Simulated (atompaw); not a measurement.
**Scattering properties, PAW (atompaw) potential for sulfur (S)**

| Item | Value |
| --- | --- |
| Element | sulfur |
| Generator | atompaw 4.2.0.5 |
| Type | PAW |
| Functional | PBE |
| Relativity | scalar-relativistic |
| Frozen core | [Ne] |
| Valence charge | 6 |
| Reference configuration | 3s2 3p3 (charge +1) |
| Partial waves | 3s (bound): rc 1.70 bohr; 3s channel at -0.85 Ry: rc 1.70 bohr; 3p (bound): rc 1.70 bohr; 3p channel at -0.6 Ry: rc 1.70 bohr |
| Local potential | ultrasoft scheme with l = 2 at 0 Ry, radius 1.40 bohr |
| Core correction | smooth core density matched at 1.55 bohr |
| Augmentation charge | sinc compensation charge, radius 1.50 bohr; PAW radius 1.70 bohr; waves and projectors: custom polynom2 7 10 vanderbiltortho |

The phase is arctan(r·u′/u) with u = r·R(r), unwrapped; energies in Ry, scanned from -4 to 5 Ry. A pole is an energy at which the radial function vanishes at the test radius. The pseudo phase is shifted by a multiple of π to meet the all-electron one at the reference energy, and phase errors are pseudo minus all-electron; the curves can meet again beyond the range given. Levels narrower than the energy grid can be missing from the lists of poles.

```
channel  radius (bohr)  reference energy (Ry)  poles, all-electron  poles, pseudo  unbroken range about the reference energy with phases within 0.05 rad  phase error 1 Ry above the reference energy (rad)
      s           1.71                  -2.03                 1.27     1.25, 2.33                                                              below 2.2                                             +0.000
      p           1.71                  -1.23                 2.45           2.44                                                        the whole range                                             +0.000
```

Phases in the s channel:

| E (Ry) | all-electron | pseudo |
| --- | --- | --- |
| -4.00 | 0.951 | 0.950 |
| -3.76 | 0.877 | 0.876 |
| -3.52 | 0.780 | 0.780 |
| -3.28 | 0.651 | 0.651 |
| -3.04 | 0.476 | 0.476 |
| -2.80 | 0.244 | 0.244 |
| -2.56 | -0.044 | -0.044 |
| -2.32 | -0.351 | -0.351 |
| -2.08 | -0.627 | -0.627 |
| -1.84 | -0.846 | -0.846 |
| -1.60 | -1.009 | -1.009 |
| -1.36 | -1.130 | -1.130 |
| -1.12 | -1.221 | -1.221 |
| -0.88 | -1.291 | -1.291 |
| -0.64 | -1.347 | -1.347 |
| -0.40 | -1.393 | -1.393 |
| -0.16 | -1.430 | -1.430 |
| 0.08 | -1.462 | -1.462 |
| 0.32 | -1.490 | -1.490 |
| 0.56 | -1.514 | -1.514 |
| 0.80 | -1.535 | -1.536 |
| 1.04 | -1.554 | -1.555 |
| 1.28 | -1.572 | -1.573 |
| 1.52 | -1.588 | -1.591 |
| 1.76 | -1.603 | -1.608 |
| 2.00 | -1.618 | -1.630 |
| 2.24 | -1.631 | -1.835 |
| 2.48 | -1.645 | -4.763 |
| 2.72 | -1.657 | -4.785 |
| 2.96 | -1.670 | -4.801 |
| 3.20 | -1.683 | -4.814 |
| 3.44 | -1.696 | -4.827 |
| 3.68 | -1.709 | -4.840 |
| 3.92 | -1.722 | -4.853 |
| 4.16 | -1.736 | -4.866 |
| 4.40 | -1.750 | -4.879 |
| 4.64 | -1.766 | -4.893 |
| 4.88 | -1.782 | -4.908 |
